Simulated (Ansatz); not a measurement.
A run for Ansatz (a first-principles code): R-CCSD(T)/cc-pVTZ on C4H4N2 (SMILES N#CCCC#N).

Ansatz 0.2 input:
```yaml
crystal:
  periodic: [false, false, false]
  atoms:
    - {symbol: N, position_ang: [2.32467172, 1.17823606, -0.74745896]}
    - {symbol: C, position_ang: [1.58736055, 0.47743528, -0.21321629]}
    - {symbol: C, position_ang: [0.64648074, -0.42421302, 0.44055032]}
    - {symbol: C, position_ang: [-0.73926437, -0.43461308, -0.23778733]}
    - {symbol: C, position_ang: [-1.44578214, 0.83282841, -0.09612658]}
    - {symbol: N, position_ang: [-1.99957181, 1.83069779, 0.03706143]}
    - {symbol: H, position_ang: [1.05952676, -1.43415638, 0.41340109]}
    - {symbol: H, position_ang: [0.54970521, -0.13745247, 1.48888913]}
    - {symbol: H, position_ang: [-0.63665518, -0.66743319, -1.29886116]}
    - {symbol: H, position_ang: [-1.34647147, -1.22132938, 0.21354834]}
basis:
  gaussian:
    orbitals: cc-pVTZ
magnetization: {spin_polarized: false}
correlation: {method: ccsd_t, electrons: outside_noble_gas}
scf: {lower_state_search: off}
```

Output:

```
WARN ansatz: RAYON_NUM_THREADS=6 ignored (pool sized by the plan → 6); use --threads N
Functional definition: HF
these checks for a lower state are left out or cut short: stability, starts, cluster_reference, orbital_swaps, neighbouring_geometries, increment
integrals: 1.33 GiB planned
1366 factors; integrals over basis functions are off by at most 1.0e-3 eV
mean field: 0.83 GiB planned
mean field evaluation 1: about -7144.9796 eV, gradient 4.4e1 eV
mean field evaluation 2: about -7145.4021 eV, gradient 4.4e1 eV
mean field evaluation 4: about -7150.3443 eV, gradient 5.8e0 eV
mean field evaluation 8: about -7150.4770 eV, gradient 4.1e-1 eV
mean field -7150.47801768 eV, -262.7752203816 hartree, gradient 4.8e-6 eV, S^2 0.000000; 0 other end points of the search recorded, 0 dependent functions left out
6 core orbitals not correlated
reference -7150.47801768 eV, -262.7752203816 hartree; 15, 15 occupied and 215, 215 virtual orbitals, 1366 factors
second order -27.41751793 eV of doubles, -0.00000000 eV of singles
coupled cluster: 4.63 GiB planned
cycle   1  -26.88711928 eV  change    5.3e-1 eV  update   1.3e-1
cycle   2  -27.71990381 eV  change   -8.3e-1 eV  update   4.0e-2
cycle   3  -27.89272290 eV  change   -1.7e-1 eV  update   1.7e-2
cycle   4  -27.88902761 eV  change    3.7e-3 eV  update   4.5e-3
cycle   5  -27.89468974 eV  change   -5.7e-3 eV  update   1.9e-3
cycle   6  -27.89579185 eV  change   -1.1e-3 eV  update   4.2e-4
cycle   7  -27.89585444 eV  change   -6.3e-5 eV  update   1.2e-4
cycle   8  -27.89592729 eV  change   -7.3e-5 eV  update   3.5e-5
cycle   9  -27.89594749 eV  change   -2.0e-5 eV  update   1.1e-5
perturbative correction -1.40043792 eV, -0.0514651442 hartree
Total energy: -7179.77440308 eV, -263.8518426874 hartree
Checks for a lower state left out: stability, starts, cluster_reference, orbital_swaps, neighbouring_geometries, increment
```

The calculation finished and met its thresholds.

Cost: roughly 7 core-minutes.
